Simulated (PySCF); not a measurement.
H4O2SeSi.

```xyz
8

Se    -0.1688     0.7442     0.5849
O     -1.8860     0.1615     0.4876
H     -2.1397     0.2231    -0.4569
O      0.7706    -0.8004     0.2458
Si     0.9775    -1.1775    -1.4044
H     -0.3549    -1.2211    -2.1081
H      1.6132    -2.5362    -1.4334
H      1.8591    -0.1723    -2.0933
```

Geometry: PBE-D3(BJ)/def2-SVP. The structure was generated by enumeration, and PubChem lists no compound with its InChIKey, so it may never have been made. The values are those of a single conformer.

Method: PySCF with B3LYP/pcSseg-1. Non-relativistic, no solvent.

Q: Give the absolute GIAO shielding of each atom: isotropic value and principal components (ppm). (Estimate from the structure and the level; the computed values follow.)

A: 
```
atom  σ(iso)      σ11     σ22    σ33    span
----  ------  -------  ------  -----  ------
Se1   -786.4  -1752.1  -741.2  134.2  1886.3
O2     211.2    -30.6   184.1  480.2   510.9
H3      24.8     17.1    23.5   33.8    16.7
O4     244.8    -27.8   194.9  567.2   595.0
Si5    365.6    311.0   339.7  446.2   135.2
H6      26.5     23.1    26.0   30.5     7.5
H7      26.0     22.8    24.3   31.0     8.3
H8      26.5     23.4    24.9   31.1     7.8
```
